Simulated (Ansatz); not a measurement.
Geometry optimisation, RKS PBE/def2-SVP in Ansatz 0.2.0.

Input file:

```yaml
crystal:
  periodic: [false, false, false]
  atoms:
    - { symbol: Ti, position_ang: [0.0, 0.0, 0.0] }
    - { symbol: O, position_ang: [0.0, 0.0, 2.27] }
    - { symbol: Si, position_ang: [-1.3147, -0.4067, 3.2336] }
    - { symbol: H, position_ang: [-2.239, -1.2403, 2.4704] }
    - { symbol: H, position_ang: [-0.8506, -1.1432, 4.4057] }
    - { symbol: H, position_ang: [-1.9987, 0.8095, 3.6633] }
    - { symbol: F, position_ang: [1.7257, 0.0, -0.6094] }
    - { symbol: F, position_ang: [-0.8619, 1.4933, -0.6094] }
    - { symbol: F, position_ang: [-0.8619, -1.4933, -0.6094] }
    - { symbol: O, position_ang: [1.1587, -1.7595, 0.7] }
    - { symbol: H, position_ang: [0.5923, -2.5915, 0.6155] }
    - { symbol: H, position_ang: [0.7225, -1.0972, 1.852] }
basis:
  gaussian: { orbitals: def2-SVP }
hamiltonian:
  xc: pbe
relax:
  f_tol: 0.15
  max_steps: 25
  restrain:
    - { distance: [0, 9], at: 3.12, k: 30.0 }
    - { distance: [11, 1], at: 2.21, k: 30.0 }
    - { distance: [0, 1], at: 1.92, k: 30.0 }
    - { distance: [11, 9], at: 1.01, k: 30.0 }
```

Command:

```bash
$ ansatz run input.yaml --threads 4 --pin off --max-ram 5120MiB --backend cpu --events-out ev --progress --plain --runs-dir out
```

Question: Where does it end, and by what steps?

Answer: It converged. The restraints hold the end off the free minimum; the threshold counts their pulls, which the force column leaves out. Restrained pairs: Ti1–O10 (2.22 → 3.11 Å), O2–H12 (1.38 → 2.21 Å), Ti1–O2 (2.27 → 1.87 Å), O10–H12 (1.40 → 0.99 Å). After 15 steps the energy has fallen by 2.499 eV (the restraints' own energy left out); H12 moved furthest, 1.00 Å.

| step | energy less start (eV) | largest force component (eV/Å) | accepted |
| --- | --- | --- | --- |
| 0 | 0.0000 | 3.061 | yes |
| 1 | -0.5226 | 3.385 | yes |
| 2 | -1.1083 | 4.917 | yes |
| 3 | -1.7067 | 3.902 | yes |
| 4 | -2.2527 | 1.637 | yes |
| 5 | -2.4020 | 1.569 | yes |
| 6 | -2.4539 | 1.599 | yes |
| 7 | -2.4420 | 1.610 | no |
| 8 | -2.4693 | 1.552 | yes |
| 9 | -2.4737 | 1.497 | yes |
| 10 | -2.4870 | 1.510 | yes |
| 11 | -2.4751 | 1.382 | no |
| 12 | -2.4922 | 1.493 | yes |
| 13 | -2.4903 | 1.513 | yes |
| 14 | -2.4924 | 1.409 | yes |
| 15 | -2.4990 | 1.449 | yes |

```xyz
12
Properties=species:S:1:pos:R:3
Ti -0.107 0.093 0.071
O -0.388 -0.374 1.864
Si -1.446 -0.212 3.174
H -2.722 -0.962 2.892
H -0.777 -0.802 4.384
H -1.756 1.243 3.419
F 1.469 0.779 -0.235
F -1.259 1.361 -0.263
F -0.529 -1.221 -1.013
O 1.587 -2.371 0.916
H 0.924 -2.939 0.478
H 1.076 -2.023 1.695
```

Run time: 32 s on 4 threads of Arm Neoverse V2 (shared host), peak memory 0.23 GiB.
